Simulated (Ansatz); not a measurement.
Two-coordinate energy map

SiH2BrOF (SMILES O[SiH](F)Br), closed shell, PBE0-D4/def2-TZVP minimum:

O1  (0.710, 1.061, -0.340)
Si2  (0.094, -0.339, 0.188)
F3  (0.229, -1.474, -0.912)
Br4  (-2.060, -0.149, 0.622)
H5  (0.230, 1.578, -0.989)
H6  (0.839, -0.742, 1.385)
(Å)

Rows set the angle F3–Si2–Br4 (°; 106.3 at the minimum), columns the dihedral angle H5–O1–Si2–F3 (°; 74.3), set in this order; the parts move rigidly, in a bend the first-named atom's side turns in the plane, and in a torsion the whole end group turns. CCSD(T) energies count from the value at that structure, in kJ/mol. Ansatz 0.2.0; basis: def2-TZVPP; cores frozen in the correlated methods. Filled d shells of the heavier atoms are correlated. The def2 sets are not built for correlating such inner shells, so the correlated values are less sure here.

| F3–Si2–Br4 \ H5–O1–Si2–F3 | -120.7 | -60.7 | -0.7 | 59.3 | 119.3 | 179.3 |
| --- | --- | --- | --- | --- | --- | --- |
| 76.3 | 145.4 | 150.1 | 142.3 | 135.3 | 153.0 | 154.7 |
| 91.3 | 38.0 | ? | 36.3 | 27.5 | 38.0 | 43.7 |
| 106.3 | 9.8 | 9.4 | 7.5 | 0.4 | 3.5 | 9.3 |
| 121.3 | 30.0 | ? | 26.0 | 23.3 | 19.6 | ? |
| 136.3 | 91.6 | 92.3 | 85.6 | 88.9 | ? | 73.7 |

(1) Fill in the withheld cells. (An estimate is asked for; the value comes from the calculation.)

No T1 diagnostic of these runs exceeds 0.011.

Answers

(1) The calculation gives: (91.3, -60.7): 39.9; (121.3, 179.3): 21.6; (121.3, -60.7): 29.0; (136.3, 119.3): 79.1 kJ/mol. These count from the CCSD(T) energy at the PBE0-D4 minimum.

The same grid for a cheaper method: r2SCAN-D4 − CCSD(T), both counted from the minimum, in kJ/mol:
```
F3–Si2–Br4 \ H5–O1–Si2–F3  -120.7  -60.7  -0.7  59.3  119.3  179.3
                     76.3    -4.1   -4.1  -4.5  -4.2   -4.7   -4.7
                     91.3    -1.1   -0.7  -1.3  -1.1   -1.6   -1.6
                    106.3     0.1    0.6  -0.1   0.1   -0.5   -0.4
                    121.3    -0.4    0.3  -0.4  -0.5   -1.0   -0.9
                    136.3    -2.4   -1.7  -2.3  -2.7   -3.1   -3.0
```

For scale, one of the runs: CCSD(T)/def2-TZVPP, 180 basis functions (an equivalent command: `ansatz run in.yaml --threads 4`). The run took 17 s on 4 CPU threads (shared host), with 2 GiB of host memory at its peak.
